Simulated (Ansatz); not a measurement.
System: C2H8ClSi2, net charge 0, doublet state. SMILES: [SiH2](Cl)[Si](C)C
Coordinates optimised at B3LYP-D3(BJ)/def2-TZVP (Ansatz, a program for electronic structure):
```
Si
C 1 1.8846
H 2 1.0904 1 110.85
H 2 1.0917 3 108.35 1 -121.95
H 2 1.0943 3 108.16 4 -116.72
C 1 1.8883 2 111.45 3 177.00
H 6 1.0908 1 111.52 2 -179.19
H 6 1.0919 7 108.02 1 121.76
H 6 1.0943 7 108.13 8 116.39
Si 1 2.3359 2 111.30 3 50.68
H 10 1.4811 1 112.07 2 -169.21
H 10 1.4861 11 107.75 1 127.63
Cl 10 2.0845 11 107.75 12 114.28
```
Charge 0, spin multiplicity 2.

Property: atomisation energy, in kcal/mol. Set-up: LANL2DZ with its own core potentials from Na on; non-relativistic; 6-31G* and kin with 6d, 5d where marked; 6-311+G** with 5d, 6d on Na to Ar in Ansatz; valence correlation only; spin-orbit terms left out; atomisation electronic, to ground-state atoms; UHF or UKS for open shells. CBS marks a two-point X^-3 extrapolation of the correlation energy; Hartree-Fock from the larger set. Ab initio and DFT rows: single points at B3LYP-D3(BJ) geometries (Ansatz).

Coupled cluster (Ansatz) is a level with limits of its own, used here on species with T1 under 0.025 (0.045 for open shells) and stable references: CCSD(T)/CBS(cc-pV(T+d)Z,cc-pV(Q+d)Z).

Value to compare with, CCSD(T)/CBS(cc-pV(T+d)Z,cc-pV(Q+d)Z) (Ansatz): 1064.8 kcal/mol.

```tsv
level	program	atomisation energy (kcal/mol)	difference
MP2/STO-3G	Ansatz	1161.9	97.1
MP2/3-21G	Ansatz	876.4	-188.4
MP2/LANL2DZ	Ansatz	880.0	-184.8
MP2/6-31G*	Ansatz	956.9	-107.9
MP2/6-311+G**	Ansatz	1000.9	-63.9
```

Among the 5 habitual levels, MP2/3-21G lies farthest from CCSD(T)/CBS(cc-pV(T+d)Z,cc-pV(Q+d)Z) (Ansatz) (-188.4 kcal/mol) and MP2/6-311+G** nearest (-63.9); 1 of 5 lie above it, and their mean absolute difference is 128.4 kcal/mol, the median 107.9. One case shows no general order.

The sets are all those run for this method; left out are runs that failed, that the program found above a lower state of the same kind, or whose <S^2> lies over 0.5 above the pure value.
